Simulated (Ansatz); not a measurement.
`C[S][SnH]([F])[F]`: the same geometry under several functionals.

```yaml
crystal:
  periodic: [false, false, false]
  atoms:
    - {symbol: C, position_ang: [-1.217136, -0.074010, 1.033613]}
    - {symbol: S, position_ang: [0.035079, 1.237888, 0.843418]}
    - {symbol: Sn, position_ang: [1.267965, 0.279979, -0.914400]}
    - {symbol: F, position_ang: [1.769836, -1.484856, -0.377120]}
    - {symbol: F, position_ang: [0.043053, -0.131938, -2.323356]}
    - {symbol: H, position_ang: [-1.802056, -0.190606, 0.123198]}
    - {symbol: H, position_ang: [-0.754168, -1.018059, 1.314694]}
    - {symbol: H, position_ang: [-1.869913, 0.259942, 1.839582]}
    - {symbol: H, position_ang: [2.615840, 1.075357, -1.556729]}
basis:
  gaussian: {orbitals: def2-TZVPP}
hamiltonian: {xc: lda}
output: {orbitals: {seedname: orbitals}}
```

```sh
$ ansatz run in.yaml --threads 2 --pin off --events-out ev --progress --plain --max-ram 32768MiB --backend cpu
```

It prints (some lines left out):

```
Functional definition: SPW92
1400 factors; their error is unknown
mean field evaluation 1: about -23105.3221 eV, gradient 7.9e1 eV
mean field evaluation 2: about -23051.2762 eV, gradient 1.9e2 eV
mean field evaluation 4: about -23116.6118 eV, gradient 1.5e1 eV
mean field evaluation 8: about -23117.0597 eV, gradient 1.1e-1 eV
mean field evaluation 16: about -23117.0401 eV, gradient 8.9e-4 eV
mean field -23117.04009082 eV, -849.5355540450 hartree, gradient 5.2e-5 eV, S^2 0.000000; 0 other end points of the search recorded, 0 dependent functions left out
reference -23117.04013734 eV, -849.5355557547 hartree; 33, 33 occupied and 208, 208 virtual orbitals, 1400 factors
Total energy: -23117.04013734 eV, -849.5355557547 hartree
```

Run time 1.8 s (2 threads of an AMD EPYC 7R13 on a shared host); peak host memory 0.48 GiB.

Changing it to `hamiltonian: {xc: r2scan, dispersion: d4}` and forces (abridged; 6.5 s):

```
Functional definition: r2SCAN
mean field evaluation 16: about -23207.1689 eV, gradient 5.4e-3 eV
mean field -23207.16886820 eV, -852.8477255225 hartree, gradient 1.6e-5 eV, S^2 0.000000
Total energy: -23207.21962482 eV, -852.8495907937 hartree
Atom 0 force    -0.125547    -0.145196     0.009413 eV/Å
Atom 1 force     0.067472     0.174963     0.062242 eV/Å
Atom 2 force     0.095686     0.123641     0.001241 eV/Å
Atom 3 force     0.011359    -0.117780     0.025266 eV/Å
Atom 4 force    -0.080193    -0.045836    -0.078070 eV/Å
Atom 5 force     0.009074     0.000018     0.018740 eV/Å
Atom 6 force    -0.011622     0.016363    -0.004938 eV/Å
Atom 7 force     0.015691    -0.010311    -0.020797 eV/Å
Atom 8 force     0.018078     0.004138    -0.013097 eV/Å
Dipole moment:    -0.024535     0.350195     0.263341 e Å
```

The same input with `hamiltonian: {xc: {name: wB97X-V}}` (abridged; 11 s):

```
Functional definition: wB97X-V
mean field evaluation 16: about -23204.2847 eV, gradient 1.7e-4 eV
mean field -23204.28473937 eV, -852.7417357428 hartree, gradient 4.5e-5 eV, S^2 0.000000
Total energy: -23204.28473702 eV, -852.7417356564 hartree
```

The same input with `hamiltonian: {xc: {name: r2SCAN0}, dispersion: d4}` (abridged; 8 s):

```
Functional definition: r2SCAN0
mean field evaluation 16: about -23205.3446 eV, gradient 2.2e-4 eV
mean field -23205.34461008 eV, -852.7806852729 hartree, gradient 1.7e-5 eV, S^2 0.000000
Total energy: -23205.40594022 eV, -852.7829391139 hartree
```

The same input with `hamiltonian: {xc: {name: revPBE}, dispersion: d4}` (abridged; 2.8 s):

```
Functional definition: revPBE
mean field evaluation 16: about -23205.5579 eV, gradient 9.4e-4 eV
mean field -23205.55791313 eV, -852.7885240154 hartree, gradient 5.4e-5 eV, S^2 0.000000
Total energy: -23206.13125473 eV, -852.8095939306 hartree
```

With the line `hamiltonian: {xc: hse06, dispersion: d4}` (abridged; 4.8 s):

```
Functional definition: HSE06
mean field evaluation 16: about -23197.8087 eV, gradient 4.3e-4 eV
mean field -23197.80873725 eV, -852.5037470543 hartree, gradient 8.2e-5 eV, S^2 0.000000
Total energy: -23197.98227210 eV, -852.5101243426 hartree
```

HSE06 is the plane-wave form, built on full-range PBE exchange.
